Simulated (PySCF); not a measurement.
**Electron correlation in Ti⁻ (titanium, charge -1)**

[Ar] 3d3 4s2, high-spin 4F determinant. Calculation: PySCF 2.14, in x2c-QZVPPall with one added diffuse shell each of s, p, d, f, g type (12s8p6d4f3g, 121 functions); the spin-free X2C one-electron Hamiltonian (Gaussian nucleus). Frozen: [Ne]; 13 electrons correlated.

MP2 pair energies summed by pair of shells (mhartree):

```
 pair   energy  share (%)
3p-3p  -114.06       33.6
3p-3d  -102.42       30.2
3s-3p   -36.40       10.7
3d-3d   -23.77        7.0
3s-3d   -17.47        5.1
3d-4s   -15.62        4.6
3p-4s   -11.14        3.3
4s-4s   -11.04        3.3
3s-3s    -6.76        2.0
3s-4s    -0.69        0.2
```

Total MP2 correlation energy: -339.36 mhartree.

Same-spin part -111.67 and opposite-spin part -227.69 mhartree; SCS-MP2 scales them by 1/3 and 6/5 to -310.45 mhartree.

The Hartree-Fock reference does not bind the outermost electron (its level is positive or very diffuse), so these energies belong to a reference that the basis holds together.

This basis was not built for core-valence correlation, so the inner-shell part is incomplete.
